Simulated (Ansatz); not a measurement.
Consider the ligand exchange at a B–Se bond: `NB[Se][SiH3]` + H–F → `NBF` + `[SiH3][SeH]`.

Computed with Ansatz on PBE0-D4/def2-TZVP structures; ΔE is electronic, products minus reactants. CCSD(T)/CBS is the MP2 limit (def2-TZVPP, def2-QZVPP) plus CCSD(T) − MP2 in def2-TZVPP, frozen cores. This one scheme is used for every species. DFT in def2-TZVPP. B3LYP here is the variant with VWN-RPA as its local correlation; programs differ in this. For Se outer-core shells are correlated without core-valence functions, which leaves a few kJ/mol of doubt a bond. Scalar relativity is left out up to krypton. One conformer a species, not always the lowest.

```csv
level,ΔE (kJ/mol),difference from CCSD(T)/CBS
PBE-D4,-68.6,0.4
r2SCAN-D4,-79.1,-10.1
PBE0-D4,-70.4,-1.4
B3LYP-D4,-81.7,-12.7
ωB97X-V,-82.1,-13.1
ωB97M-V,-81.8,-12.8
B2PLYP,-85.3,-16.3
PBE,-76.2,-7.2
r2SCAN,-81.0,-12.0
PBE0,-77.2,-8.2
B3LYP,-94.2,-25.2
HF/def2-TZVPP,-108.5,-39.5
MP2/def2-TZVPP,-65.8,3.2
SCS-MP2/def2-TZVPP,-75.7,-6.7
CCSD/def2-TZVPP,-79.4,-10.4
CCSD(T)/def2-TZVPP,-73.8,-4.8
HF/def2-QZVPP,-109.4,-40.4
MP2/def2-QZVPP,-63.3,5.7
SCS-MP2/def2-QZVPP,-73.5,-4.5
HF/CBS(def2),-109.5,-40.5
MP2/CBS(def2),-61.0,8.0
CCSD/CBS(def2),-74.6,-5.6
CCSD(T)/CBS,-69.0,0
```

Largest T1 diagnostic among the species: 0.012.

The D4 term adds +12.4 kJ/mol with B3LYP and +6.8 kJ/mol with PBE0; it sums over pairs of atoms, weighted by their polarisabilities, and B3LYP, whose exchange is more repulsive, gets the larger term. In def2-TZVPP, CCSD(T) changes the Hartree–Fock value by +34.8 kJ/mol (the triples alone add +5.6 kJ/mol) and MP2 by +42.8 kJ/mol.
